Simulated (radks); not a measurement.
The silicon ion Si4+, [Ne]. Calculated with a radial shooting solver on a logarithmic mesh with Libxc functionals: non-relativistic Kohn-Sham, LDA (Slater exchange, Perdew-Wang correlation), spin-polarised, spherical densities, point nucleus. Every spin shell is full or empty, so the densities are truly spherical. Functionals are evaluated on that one density, not self-consistently. Rank these orbital-free kinetic functionals by their error against the exact value of the orbitals, and give that value: Thomas-Fermi, TF + vW, TF + vW/5, APBEK, Thakkar, Pearson, LKT, PG1, DePristo-Kress.

Answer. Exact: 283.795 hartree. From best to worst, with 100 (|E| - |E exact|)/|E exact| (equal figures are ties): Thakkar +0.08, DePristo-Kress +0.20, APBEK +0.36, Pearson -1.67, TF + vW/5 +5.31, Thomas-Fermi -7.51, PG1 +26.98, LKT +33.00, TF + vW +56.57.
